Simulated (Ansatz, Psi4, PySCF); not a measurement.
C2H, charge -1, singlet, at a GFN2-xTB geometry. Base run: MP2/cc-pVTZ run with PySCF.

Here is a job for PySCF.
```python
from pyscf import gto, scf, mp

mol = gto.Mole()
mol.atom = '''
    C    -0.000000   -0.000000   -0.479965
    C     0.000000    0.000000    0.746059
    H    -0.000000   -0.000000   -1.596566
'''
mol.basis = 'cc-pvtz'
mol.charge = -1
mol.spin = 0
mol.verbose = 4
mol.build()

mf = scf.RHF(mol)
mf.kernel()

pt = mp.MP2(mf)
pt.kernel()
print('E(MP2) = %.10f' % pt.e_tot)
```

The same geometry, method and basis name were run in Ansatz (a quantum-chemistry and plane-wave program) and Psi4 and PySCF, at each program's defaults and at the settings that a row names. The base is PySCF at its defaults. Differences at the defaults can come from grids, fitting, cores and function types together.

```csv
code and settings,ΔE vs base (mEh),basis functions,E (Eh),SCF cycles
"PySCF, defaults (exact integrals, spherical functions, all electrons correlated)",0.000,74,-76.56061,9
"Psi4, defaults (density fitting with its default set, spherical functions, all electrons correlated)",(withheld),74,(withheld),10
"Ansatz, defaults (factorised integrals, spherical functions, frozen core)",26.639,74,-76.53397,-
"PySCF, frozen core",26.637,74,-76.53397,9
"Psi4, exact integrals, spherical functions, frozen core",26.637,74,-76.53397,10
"Ansatz, high accuracy, frozen core",26.637,74,-76.53397,-
```

Q: What belongs in the gaps?

A: 
- Psi4, defaults (density fitting with its default set, spherical functions, all electrons correlated), ΔE vs base (mEh): 0.148
- Psi4, defaults (density fitting with its default set, spherical functions, all electrons correlated), E (Eh): -76.56046
